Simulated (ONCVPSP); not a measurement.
Before and after: ONCV potential for Ti

* Element: Ti
* Generator: ONCVPSP 4.0.1
* Type: optimised norm-conserving Vanderbilt (ONCV)
* Functional: Wu-Cohen
* Relativity: scalar-relativistic
* Frozen core: [Ne]
* Valence charge: 12
* Reference configuration: 3s2 3p6 3d2 4s2
* Partial waves: 3s+4s: rc 1.95 bohr, ncon 4, nbas 8, qcut 5.7 1/bohr, 2 projectors; 3p: rc 1.60 bohr, ncon 4, nbas 8, qcut 8.3 1/bohr, 3 projectors, debl 0.6 Ha; 3d: rc 2.20 bohr, ncon 3, nbas 8, qcut 7 1/bohr, 2 projectors, debl 3.7 Ha
* Local potential: polynomial inside 1.50 bohr (lpopt 5, dvloc0 2 Ha)
* Core correction: none

In the p channel the program set the typed energies aside and used -1.426, 0.250, 0.850 Ha.

Change: d: qcut 10.

Cutoffs: the cutoffs (Ha) at which the residual kinetic energy of the hardest occupied pseudo-wave falls to 1 and 0.1 mHa per electron; they do not see the model core or the augmentation charge, which bear on the density cutoff. Errors are all-electron minus pseudo energies relative to the spin-unpolarised reference configuration.

**Question.** Predict the effect on cutoff, ghosts and configuration errors.

**Answer.** The potential gets harder (21 Ha and 25 Ha → 27 Ha and 32 Ha); of the 4 tests that both files solve, the error grows in 0 and shrinks in 4 by more than 15 % and 0.3 meV (median size 8.7 → 3.5 meV); the range in which the d phases agree widens (upper end 0.7 → at the end of the scan); neither file shows a bound ghost. The waves are optimised to have the least kinetic energy above qcut, so the cutoff follows it (qcut²/2 in Ha).

```tsv
quantity	base	changed
cutoff, loose	21 Ha	27 Ha
cutoff, tight	25 Ha	32 Ha
loose cutoff by channel	s 7.7 Ha, p 21 Ha, d 18 Ha	s 7.7 Ha, p 21 Ha, d 27 Ha
bound ghosts	none	none
GHOST(+) flags under 300 eV	none	none
error for 3s2 3p6 3d2 4s1, meV [ΔE 7.37 eV]	+0.6	0.0
error for 3s2 3p6 3d2 4s0, meV [ΔE 20.78 eV]	+1.3	0.0
error for 3s2 3p6 3d1 4s0, meV [ΔE 47.71 eV]	+152	+73
error for 3s2 3p6 3d2.5 4s1.5, meV [ΔE 0.35 eV]	+16	+7.0
s: phases at 1.97 bohr within 0.05 rad from the reference energy up to (Ha; the scan ends near 5)	4.7	4.7
p: phases at 1.62 bohr within 0.05 rad from the reference energy up to (Ha; the scan ends near 5)	to the end of the scan	to the end of the scan
d: phases at 2.24 bohr within 0.05 rad from the reference energy up to (Ha; the scan ends near 5)	0.7	to the end of the scan
```
